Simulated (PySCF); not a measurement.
# Solvent effects on NMR parameters

Cartesian coordinates in Å; atom numbers follow the order of the lines, from 1:
```xyz
17

C    -1.5889   -0.1764   -1.6378
C    -1.1168   -0.1348   -0.3840
C    -2.0274   -0.1575    0.8050
N     0.2615   -0.0673   -0.0942
C     0.8138   -0.0539    1.1714
C     2.1797    0.0149    1.0545
C     2.4796    0.0462   -0.3378
C     1.2863   -0.0052   -1.0138
H    -0.9463   -0.1664   -2.5178
H    -2.6647   -0.2244   -1.8043
H    -1.8989    0.7419    1.4274
H    -1.8336   -1.0338    1.4433
H    -3.0720   -0.2000    0.4750
H     0.1929   -0.0968    2.0602
H     2.8872    0.0401    1.8804
H     3.4651    0.1017   -0.7956
H     1.0883    0.0009   -2.0808
```

GIAO PBE0/pcSseg-1 in PySCF 2.14.0 with density-fitted response routines on one PBE0-D3(BJ)/def2-SVP conformer, non-relativistic, equivalent nuclei averaged. Solvents enter as an IEF-PCM continuum (chloroform with ε = 4.7, water with ε = 78.4) around the gas-phase geometry. Shifts are referred to TMS computed in the same medium.

Gas phase, δ in ppm: C2 145.9, C5/C8 120.2, C6/C7 116.1, C1 98.4, C3 22.2, H14/H17 6.96, H15/H16 6.32, H9 5.16, H10 4.61, H11/H12/H13 2.13. Dipole moment 1.44 D.

**Question.** How does each δ change in the continuum?

**Answer.** 
```csv
atoms,environment,"Δδ, chloroform","Δδ, water"
C2,fully substituted alkene carbon,+1.9,+2.7
C5/C8,aromatic CH next to a ring nitrogen,+1.9,+2.8
C6/C7,aromatic CH,-0.3,-0.4
C1,terminal =CH2 carbon,+1.0,+1.6
C3,allylic methyl carbon,+0.4,+0.6
H14/H17,hydrogen on an aromatic CH next to a ring nitrogen,+0.23,+0.34
H15/H16,hydrogen on an aromatic CH,+0.09,+0.13
H9,hydrogen on a terminal =CH2 carbon,+0.14,+0.22
H10,hydrogen on a terminal =CH2 carbon,+0.17,+0.26
H11/H12/H13,hydrogen on an allylic methyl carbon,+0.11,+0.16
```

Changes are relative to the gas phase. The dipole moment becomes 1.81 D in chloroform, 1.96 D in water.

**Question.** Which nuclei move most (in ppm), and what does the model miss?

**Answer.** C2 (fully substituted alkene carbon, +2.7 ppm) and C5/C8 (aromatic CH next to a ring nitrogen, +2.8 ppm) in water. A continuum only polarises the solute; specific hydrogen bonds, the anisotropy of aromatic solvents and changes of geometry or conformer are outside it.
